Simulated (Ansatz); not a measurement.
A nudged elastic band was laid between two geometries of Cl4FH3OW (10 atoms, charge 0, multiplicity 1).

The calculation used Ansatz 0.2.0, RKS PBE/def2-SVP.

```
movable images  : 9
climbing image  : yes
spring          : 5.0 eV/Å²
optimiser       : quadratic models (default)
start path      : through a guess of the saddle point
force threshold : 0.03 eV/Å
iteration limit : 60
end points      : relaxed
```

Image 0:

```xyz
10
Properties=species:S:1:pos:R:3
W 0.158 0.099 0.088
O -0.398 0.453 1.929
H -1.350 0.307 2.138
Cl 2.059 0.160 -1.246
Cl -0.218 2.279 -0.560
Cl -2.205 -0.394 0.104
Cl 0.706 -2.090 0.556
H -0.443 -0.409 -1.396
F 1.942 0.876 1.741
H 1.177 0.873 2.329
```

Image 10:

```xyz
10
Properties=species:S:1:pos:R:3
W 0.087 0.343 -0.029
O 0.391 -0.336 2.175
H -0.480 -0.088 2.569
Cl 2.403 -0.060 0.093
Cl -0.756 1.654 -1.728
Cl -2.097 0.512 0.947
Cl -0.405 -1.920 -0.254
H 0.644 -0.180 -1.510
F 0.587 1.966 0.841
H 1.055 0.263 2.580
```

Question: Which bonds break or form, and what moves?

Answer: Bonds broken: F9–H10. Bonds formed: W1–F9, O2–H10.

Question: What energy profile does the band end with?

Answer: It converged. The highest image is number 3 of 0 to 10, 0.067 eV above the first end and 0.679 eV above the last; the last end lies 0.612 eV below the first. The profile has 2 maxima (images 3, 8) with wells between them (image 4): this band takes more than one step, which may be the mechanism or a detour left from its start path. A vibrational analysis at the climbing image gives one clearly imaginary mode, 233i cm⁻¹: a first-order saddle point. The orbitals stay closed-shell, which can raise the energy where a bond breaks towards radicals; this wasn't checked here.

```tsv
image	path coordinate (Å)	energy (eV)	F9–H10 (Å)	W1–F9 (Å)	O2–H10 (Å)
0	0.00	0.000	0.96	2.55	1.68
1	0.51	0.036	0.97	2.47	1.62
2	1.01	0.062	0.99	2.40	1.57
3	1.52	0.067	1.06	2.27	1.36
4	2.72	-0.586	2.17	1.92	0.98
5	3.93	-0.481	2.47	1.89	0.98
6	5.13	-0.481	2.43	1.91	0.98
7	6.33	-0.202	2.28	1.93	0.98
8	7.53	-0.174	2.20	1.93	0.98
9	8.73	-0.467	2.15	1.93	0.98
10	9.93	-0.612	2.48	1.91	0.98
```

Question: What is the geometry of the highest image?

Answer: 
```xyz
10
Properties=species:S:1:pos:R:3
W 0.149 -0.080 0.132
O -0.430 0.414 2.027
H -1.121 1.097 2.141
Cl 1.968 -0.049 -1.308
Cl -0.254 2.240 -0.180
Cl -1.982 -0.938 -0.149
Cl 0.838 -2.192 0.797
H -0.388 0.195 -1.419
F 1.759 0.715 1.518
H 0.889 0.752 2.124
```

The run took 15 min on 4 threads of Arm Neoverse V2 (shared host), peak memory 0.28 GiB.
